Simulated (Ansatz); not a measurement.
Mulliken charges of CH₆ClSi₂ (`C[Si]([SiH3])Cl`) radical from r2SCAN/def2-TZVPP in Ansatz (PBE0-D4/def2-TZVP geometry).

```
atom   x (Å)   y (Å)   z (Å)  charge (e)
  C1  -0.818   1.376  -0.759      -0.294
 Si2  -0.393  -0.447  -0.745       0.295
 Si3   1.254  -1.074   0.791       0.170
 Cl4  -2.123  -1.513  -0.330      -0.258
  H5   0.079   1.966  -0.965       0.083
  H6  -1.223   1.681   0.210       0.088
  H7  -1.562   1.592  -1.528       0.088
  H8   1.490  -2.536   0.676      -0.053
  H9   0.871  -0.751   2.195      -0.056
 H10   2.508  -0.346   0.458      -0.064
```

Question: By hand: the dipole of these point charges (1 e Å = 4.8032 D).

Answer: Σ q r = (0.359, 0.321, -0.161) e Å, of length 0.508 e Å = 2.44 D.

Question: How does the dipole of the full density compare? (An estimate is asked.)

Answer: The calculation gave: (0.156, 0.325, -0.032) e Å, 1.74 D; the point charges give 1.40 times that, at 26° from its direction.

Point charges leave out the atoms' own dipoles, such as those of lone pairs, and Mulliken's split depends on the basis, so the two needn't agree.
